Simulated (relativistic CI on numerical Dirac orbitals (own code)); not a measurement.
Radial Dirac CI calculation of Dy⁵⁴⁺.

Command:

```sh
python run_levels.py task.json out
```

Input:

```
atom Dy  Z=66  charge=54  electrons=12
nucleus A=164  rms_radius_fm=6.7883
hamiltonian dirac-coulomb  breit=on  qed=off  c_scale=1
orbitals kli  potential=per-configuration
slater_scale 1
correlation none
mixing on
grid step=0.0125 r_max=7.2
scf mixing=0.4 start=green max_iterations=150 tolerance=2e-08 node_fill=0.05
configurations
  [Ne] 3s2
  [Ne] 3s 3p
end
```

Output:

```
SCF 1: [Ne] 3s2
 iter      energy (Ha)   residual   last orbital (Ha)
    1     -8975.592400   4.36e+00   -233.02399
    2     -8990.870997   2.59e+00   -216.86002
    3     -8999.101975   5.43e-02   -195.02204
    4     -8999.104184   1.45e-02   -194.93001
    5     -8999.105437   2.37e-04   -194.83983
    6     -8999.105426   2.36e-05   -194.84106
    7     -8999.105427   4.23e-07   -194.84092
    8     -8999.105427   9.21e-09   -194.84092
SCF 2: [Ne] 3s 3p
 iter      energy (Ha)   residual   last orbital (Ha)
    1     -8965.000626   4.36e+00   -221.90730
    2     -8980.727498   2.59e+00   -205.00193
    3     -8989.158432   5.57e-02   -182.40445
    4     -8989.162845   1.50e-02   -182.32905
    5     -8989.163866   1.64e-04   -182.23017
    6     -8989.163861   1.75e-05   -182.23098
    7     -8989.163862   7.07e-07   -182.23087
    8     -8989.163862   1.14e-08   -182.23087
orbital energies (Ha): 1s -2124.1259  2s -474.9308  2p1/2 -461.1412  2p3/2 -430.7392  3s -194.8409
configuration averages (Ha): Dirac-Coulomb, Breit, QED
  3s2                          -8999.105427    9.216031    0.000000
  3s 3p                        -8989.163862    9.248592    0.000000
levels: no., configuration, term, J, E (cm-1), weight
   1 3s2                    1S   0                0.0  1.00
   2 3s 3p                  3P*  0           933243.2  1.00
   3 3s 3p                  3P*  1          1045161.6  0.76
   4 3s 3p                  3P*  2          2666997.1  1.00
   5 3s 3p                  1P*  1          2955003.5  0.76
lowest total energy -8989.889396 Ha
end: converged
```

Against the reference input this run has: QED terms off, nuclear radius 6.7883 fm, end of the grid at 7.2 bohr. The reference run ends at -8982.821843 Ha with Breit and QED terms. With a changed speed of light or nuclear radius the levels are not those of the real ion, and the QED model is not rescaled.
